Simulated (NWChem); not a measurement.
Species: arsenic trifluoride (AsF3); SMILES F[As](F)F

All runs: NWChem. Structure relaxed at the PBE-D3(BJ)/def2-SVP level. Vertical excitations in the gas phase; the lowest state need not have the same character in each row.

For level BHandHLYP/def2-SVPD, TDA:

| Quantity | Value |
|---|---|
| lowest excitation, singlet (eV) | 8.27 |
| oscillator strength of that lowest state | 0.221 |
| orbital gap (eV) | 11.01 |

**Question.** How do the values read with level B3LYP/def2-SVPD, TDA instead?

**Answer.** The lowest excitation, singlet (eV) is 7.81, the oscillator strength of that lowest state is 0.145 and the orbital gap (eV) is 8.29.
